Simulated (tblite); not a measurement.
C3H11FPSi2 (doublet state).
Numbering: `[CH3:1][CH2:2][CH2:3][Si@H:4]([F:5])[P:6][SiH3:7]` (hydrogens: H8, H9, H10 on C1; H11, H12 on C2; H13, H14 on C3; H15 on Si4; H16, H17, H18 on Si7)

Structure optimised with GFN2-xTB, isolated species. This method treats the open shell by occupation alone, without spin polarisation.

Entries marked ? are missing. Bonds in one row agree within 0.01 Å.

```csv
coordinate,value
C1–C2,?
C2–C3,1.526 Å
C3–Si4,1.899 Å
Si4–F5,?
Si4–P6,?
P6–Si7,2.226 Å
"C1–H8, C1–H9, C1–H10",1.088 Å
C2–H11,1.093 Å
C2–H12,1.092 Å
C3–H13,1.091 Å
C3–H14,1.092 Å
Si4–H15,1.462 Å
"Si7–H16, Si7–H17, Si7–H18",1.463 Å
C1–C2–C3,112.1°
C2–C3–Si4,114.0°
C3–Si4–F5,106.0°
C3–Si4–P6,?
F5–Si4–P6,?
Si4–P6–Si7,?
```

Estimate the withheld lengths and angles.

- C1–C2 = 1.522 Å, drawn single (ends: carbon bonded to C and 3 H; carbon bonded to 2 C and 2 H); equal to the sum of covalent radii, 1.52 Å.
- Si4–F5 = 1.627 Å, drawn single (ends: silicon bonded to C, F, P and H; fluorine bonded to Si); 0.05 Å below the sum of covalent radii, 1.68 Å.
- Si4–P6 = 2.228 Å, drawn single (ends: silicon bonded to C, F, P and H; phosphorus bonded to 2 Si); 0.05 Å above the sum of covalent radii, 2.18 Å.
- C3–Si4–P6 = 110.7°, at the silicon bonded to C, F, P and H; the outer atoms are 3.401 Å apart.
- F5–Si4–P6 = 107.9°, at the silicon bonded to C, F, P and H; the outer atoms are 3.136 Å apart.
- Si4–P6–Si7 = 100.8°, at the phosphorus bonded to 2 Si; the outer atoms are 3.433 Å apart.

Radii are Cordero's, carbon taken as 0.76, 0.73 or 0.69 Å for four, three, and two or fewer neighbours.

Its lowest GFN2-xTB frequency is 16i cm⁻¹, too small to tell a flat minimum from a shallow saddle. Torsions: C1–C2–C3–Si4 -61°, C2–C3–Si4–F5 -154°, C3–Si4–P6–Si7 177°. 3 starts were optimised and ended at 0.00, 0.35 and 0.77 kcal/mol (GFN2-xTB); the lowest of these is shown.

One conformer stands for the species.

All values are computed, not measured.
